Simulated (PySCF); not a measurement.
Energy of Cu²⁺ (copper, charge +2) between two integer charges

The 3d beta orbital of [Ar] 3d9 is emptied in steps (occupation f), with all orbitals relaxed, ending at [Ar] 3d8. Calculation: PySCF 2.14, in aug-pcseg-2; the non-relativistic Hamiltonian (point nucleus). The exact energy is a straight line in f; departures are measured from the line between the end points of the same method.

```tsv
f	HSE06 (eV)
1	0.000
0.75	-1.165
0.5	-1.567
0.25	-1.184
0	0.000
```

| method | E(f=0) − E(f=1) (eV) | −ε at f=1 (eV) | −ε at f=0.5 (eV) |
| --- | --- | --- | --- |
| HSE06 | 37.078 | 30.923 | 37.028 |

Orbital energy along the path (eV):

```
   f    HSE06
   1  -30.923
0.75  -33.929
 0.5  -37.028
0.25  -40.201
   0  -43.428
```

Reference removal energy between the ground levels: 36.841 ± 0.012 eV (measured; NIST Atomic Spectra Database, ionization energies). The calculation has no spin-orbit coupling. The determinant left behind need not be the lowest term of the ion.
